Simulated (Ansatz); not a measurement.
`C[SiH](Cl)[SbH2]`, charge 0, multiplicity 1.

**Question.** Give a relaxed structure at PBE0-D4/def2-TZVP (the Gaussian-basis code of Ansatz). (An estimate is asked.)

**Answer.** The calculation gave: 
Cartesian coordinates in Å:
```
C 0.451 1.138 -0.634
Si 0.605 -0.238 0.610
Cl 0.614 0.588 2.510
Sb -1.301 -1.965 0.547
H 1.277 1.845 -0.525
H 0.473 0.726 -1.647
H -0.490 1.674 -0.500
H 1.904 -0.944 0.453
H -1.097 -2.120 -1.146
H -2.434 -0.703 0.331
```
This is one stationary point; other conformers may exist.
